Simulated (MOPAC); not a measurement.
Input for MOPAC: PM6 on C2H6OSi (SMILES C=C[SiH2]O).

```
PM6 1SCF PRECISE CHARGE=0 THREADS=1
C2H6OSi

C      1.61583703 1     0.47635318 1     0.23459186 1
C      0.84967329 1    -0.09787801 1    -0.69055511 1
Si    -0.97291490 1    -0.36062134 1    -0.49059129 1
O     -1.37332311 1     0.24776078 1     0.99470635 1
H      2.68212666 1     0.61912338 1     0.09358509 1
H      1.20200601 1     0.82709403 1     1.17307438 1
H      1.31686503 1    -0.43169842 1    -1.61509223 1
H     -1.72422916 1     0.32972327 1    -1.57148453 1
H     -1.30866907 1    -1.80560391 1    -0.58417181 1
H     -2.28737176 1     0.19574704 1     1.28129973 1
```

It printed:

```
*******************************************************************************
 **                                                                           **
 **                              MOPAC v23.2.5                                **
 **                                                                           **
 *******************************************************************************
 ** MOPAC's Digital Object Identifier: https://doi.org/10.5281/zenodo.6511958 **
 **                                                                           **
 ** Please cite the open-source release paper for use of this MOPAC version:  **
 ** J. E. Moussa and J. J. P. Stewart (2026)                                  **
 ** MOPAC: An open-source semiempirical molecular orbital program             **
 ** J. Open Source Softw., 11(119), 8025, https://doi.org/10.21105/joss.08025 **
 *******************************************************************************

                              PM6 CALCULATION RESULTS

 *******************************************************************************
 *  PM6        - The PM6 Hamiltonian to be used
 *
 *
 *
 *                 CHARGE ON SYSTEM = 0
 *
 *
 *
 *  PRECISE    - TIGHTER CRITERIA TO BE USED
 *  1SCF       - DO 1 SCF AND THEN STOP
 *  THREADS=1  - MULTI-THREADING NOT USED
 *  T=         - A TIME OF 172800.0 SECONDS REQUESTED
 *  DUMP=N     - RESTART FILE WRITTEN EVERY 7200.0 SECONDS REQUESTED
 *******************************************************************************
PM6 1SCF PRECISE CHARGE=0 THREADS=1
 C2H6OSi

   ATOM   CHEMICAL          X               Y               Z
  NUMBER   SYMBOL      (ANGSTROMS)     (ANGSTROMS)     (ANGSTROMS)

     1       C          1.61583703  *   0.47635318  *   0.23459186  *
     2       C          0.84967329  *  -0.09787801  *  -0.69055511  *
     3      Si         -0.97291490  *  -0.36062134  *  -0.49059129  *
     4       O         -1.37332311  *   0.24776078  *   0.99470635  *
     5       H          2.68212666  *   0.61912338  *   0.09358509  *
     6       H          1.20200601  *   0.82709403  *   1.17307438  *
     7       H          1.31686503  *  -0.43169842  *  -1.61509223  *
     8       H         -1.72422916  *   0.32972327  *  -1.57148453  *
     9       H         -1.30866907  *  -1.80560391  *  -0.58417181  *
    10       H         -2.28737176  *   0.19574704  *   1.28129973  *



          CARTESIAN COORDINATES

    NO.       ATOM           X           Y           Z

     1         C          1.6158      0.4764      0.2346
     2         C          0.8497     -0.0979     -0.6906
     3        Si         -0.9729     -0.3606     -0.4906
     4         O         -1.3733      0.2478      0.9947
     5         H          2.6821      0.6191      0.0936
     6         H          1.2020      0.8271      1.1731
     7         H          1.3169     -0.4317     -1.6151
     8         H         -1.7242      0.3297     -1.5715
     9         H         -1.3087     -1.8056     -0.5842
    10         H         -2.2874      0.1957      1.2813

 General Reference for PM6:
 "Optimization of Parameters for Semiempirical Methods V: Modification of NDDO Approximations
 and Application to 70 Elements", J. J. P. Stewart, J. Mol. Mod., 13, 1173-1213 (2007)
 URL: https://link.springer.com/article/10.1007/s00894-007-0233-4

           Empirical Formula: C2 H6 O Si  =    10 atoms



      MOLECULAR POINT GROUP   :   Cs


      RHF CALCULATION, NO. OF DOUBLY OCCUPIED LEVELS = 12


 -------------------------------------------------------------------------------
 PM6 1SCF PRECISE CHARGE=0 THREADS=1
 C2H6OSi



     1SCF WAS SPECIFIED, SO BFGS WAS NOT USED
     SCF FIELD WAS ACHIEVED


                              PM6 CALCULATION
                                                       MOPAC v23.2.5 Linux




          FINAL HEAT OF FORMATION =        -56.79783 KCAL/MOL =    -237.64211 KJ/MOL


          COSMO AREA              =        117.19 SQUARE ANGSTROMS
          COSMO VOLUME            =        106.18 CUBIC ANGSTROMS

          IONIZATION POTENTIAL    =         10.229997 EV
          HOMO LUMO ENERGIES (EV) =        -10.230  0.175
          NO. OF FILLED LEVELS    =         12
          MOLECULAR WEIGHT        =         74.1543         POINT GROUP:  Cs

          MOLECULAR DIMENSIONS (Angstroms)

            Atom       Atom       Distance
            H    10    H     5     5.12697
            H     6    H     8     3.36422
            H     9    H     6     2.23158


          SCF CALCULATIONS        =          1





   ATOM   CHEMICAL          X               Y               Z
  NUMBER   SYMBOL      (ANGSTROMS)     (ANGSTROMS)     (ANGSTROMS)

     1       C          1.61583703  *   0.47635318  *   0.23459186  *
     2       C          0.84967329  *  -0.09787801  *  -0.69055511  *
     3      Si         -0.97291490  *  -0.36062134  *  -0.49059129  *
     4       O         -1.37332311  *   0.24776078  *   0.99470635  *
     5       H          2.68212666  *   0.61912338  *   0.09358509  *
     6       H          1.20200601  *   0.82709403  *   1.17307438  *
     7       H          1.31686503  *  -0.43169842  *  -1.61509223  *
     8       H         -1.72422916  *   0.32972327  *  -1.57148453  *
     9       H         -1.30866907  *  -1.80560391  *  -0.58417181  *
    10       H         -2.28737176  *   0.19574704  *   1.28129973  *

                             CARTESIAN COORDINATES

   1    C        1.615837030     0.476353180     0.234591860
   2    C        0.849673290    -0.097878010    -0.690555110
   3   Si       -0.972914900    -0.360621340    -0.490591290
   4    O       -1.373323110     0.247760780     0.994706350
   5    H        2.682126660     0.619123380     0.093585090
   6    H        1.202006010     0.827094030     1.173074380
   7    H        1.316865030    -0.431698420    -1.615092230
   8    H       -1.724229160     0.329723270    -1.571484530
   9    H       -1.308669070    -1.805603910    -0.584171810
  10    H       -2.287371760     0.195747040     1.281299730


           Empirical Formula: C2 H6 O Si  =    10 atoms



      MOLECULAR POINT GROUP   :   Cs


                  EIGENVALUES
 -29.90943 -26.76023 -20.20451 -18.90848 -16.23204 -15.33410 -13.59642 -13.56854
 -12.63739 -11.13718 -10.35691 -10.23000   0.17455   0.52591   0.70763   1.78403
   2.04746   2.47414   2.62688   4.40848   4.68799   4.79975   5.56866   5.84474
   6.18638   6.53741   6.79996


              NET ATOMIC CHARGES AND DIPOLE CONTRIBUTIONS

  ATOM NO.   TYPE          CHARGE      No. of ELECS.   s-Pop       p-Pop       d-Pop
    1          C          -0.200053        4.2001     1.12128     3.07877
    2          C          -0.393030        4.3930     1.13139     3.26164
    3         Si           0.371465        3.6285     1.13326     1.56201     0.93326
    4          O          -0.578839        6.5788     1.66744     4.91139
    5          H           0.130445        0.8696     0.86956
    6          H           0.146864        0.8531     0.85314
    7          H           0.157581        0.8424     0.84242
    8          H           0.004911        0.9951     0.99509
    9          H           0.004789        0.9952     0.99521
   10          H           0.355867        0.6441     0.64413
 DIPOLE           X         Y         Z       TOTAL
 POINT-CHG.    -1.530    -0.660    -0.759     1.831
 HYBRID         0.549     0.496     0.844     1.122
 SUM           -0.981    -0.164     0.085     0.998


          ATOMIC ORBITAL ELECTRON POPULATIONS

     Atom    s        px        py        pz      x^2-y^2     xz        z^2       yz        xy
    1  C   1.12128   1.07461   0.95107   1.05308
    2  C   1.13139   1.18096   1.02054   1.06014
    3 Si   1.13326   0.52061   0.64400   0.39740   0.23329   0.19241   0.22924   0.16597   0.11235
    4  O   1.66744   1.44273   1.79997   1.66869
    5  H   0.86956
    6  H   0.85314
    7  H   0.84242
    8  H   0.99509
    9  H   0.99521
   10  H   0.64413

 **********************
 *                    *
 * JOB ENDED NORMALLY *
 *                    *
 **********************




 == MOPAC DONE ==
```

The run finished.

Cost: about 0.03 core-seconds (a rough figure).
